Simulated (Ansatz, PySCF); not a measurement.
This Ansatz (a first-principles code) input computes a CCSD(T)/cc-pVDZ energy:

Ansatz 0.2 input:
```yaml
crystal:
  periodic: [false, false, false]
  atoms:
    - {symbol: F, position_ang: [1.00312475, -0.21259832, 1.66046507]}
    - {symbol: C, position_ang: [0.82365139, -0.30798279, 0.44756352]}
    - {symbol: C, position_ang: [-0.29770210, 0.08564303, -0.33800353]}
    - {symbol: F, position_ang: [-0.23531034, 1.15498915, -1.00873377]}
    - {symbol: F, position_ang: [-1.11844727, -0.79416432, -0.72477130]}
basis:
  gaussian:
    orbitals: cc-pVDZ
total_charge: 1
magnetization: {spin_polarized: false}
correlation: {method: ccsd_t, electrons: outside_noble_gas}
```

Task: Write an input for the same energy in PySCF and say what it gives.

Result: 
```python
from pyscf import gto, scf, mp, cc as ccmod

mol = gto.M(
    atom='''
    F     1.00312475   -0.21259832    1.66046507
    C     0.82365139   -0.30798279    0.44756352
    C    -0.29770210    0.08564303   -0.33800353
    F    -0.23531034    1.15498915   -1.00873377
    F    -1.11844727   -0.79416432   -0.72477130
    ''',
    basis='cc-pvdz',
    charge=1,
    spin=0,
    verbose=4,
)

mf = scf.RHF(mol)
mf.conv_tol = 1e-10
mf.max_cycle = 100
mf.kernel()
mp2 = mp.MP2(mf, frozen=5).run()
cc = ccmod.CCSD(mf, frozen=5)
cc.max_cycle = 100
cc.kernel()
et = cc.ccsd_t()
print(f'E(CCSD(T)) = {cc.e_tot + et:.9f}')
```
It gives -374.40250 Eh, and Ansatz -374.40249 Eh, a difference of 0.01 mEh.
